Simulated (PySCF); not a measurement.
## Correlation energy of Cr²⁺ (chromium, charge +2)

[Ar] 3d4, high-spin 5D determinant. Computed with PySCF 2.14 in ANO-RCC-VTZP, with the spin-free X2C one-electron Hamiltonian (Gaussian nucleus). Frozen: [Ne]; 12 electrons correlated.

| level | correlation energy (mhartree) |
| --- | --- |
| CCSD | -375.73 |
| (T) | -6.55 |
| CCSD(T) | -382.28 |

Diagnostics: T1 = 0.0051, D1 = 0.0126, largest double amplitude 0.023.

Cost of the coupled-cluster step: of the order of 14 core-seconds, for 12 correlated electrons.
